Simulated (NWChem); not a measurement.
# ZnH₂O₂; SMILES [OH][Zn][OH]

```xyz
5

Zn     0.0000     0.0000     0.0066
O      0.0484     1.7648    -0.0711
H     -0.6143     2.2049     0.4703
O     -0.0484    -1.7648    -0.0711
H      0.6143    -2.2049     0.4703
```
Atoms are numbered in this order, from 1.

Geometry: optimised at PBE0/def2-SVP.

Symmetry labels are those of C2 in the frame above (b1 and b2, or b-type labels, depend on it).

Question: List the 4 lowest vertical singlet excitations from CAM-B3LYP/def2-SVPD, TDA (NWChem).

Answer: 
```tsv
state	energy (eV)	oscillator strength	symmetry	leading excitation (squared amplitude)
S1	5.84	0.027	b	HOMO → LUMO (0.92)
S2	5.95	0.032	a	HOMO−1 → LUMO (0.93)
S3	6.86	0.119	b	HOMO−2 → LUMO (0.79)
S4	7.07	0.048	a	HOMO−3 → LUMO (0.68)
```
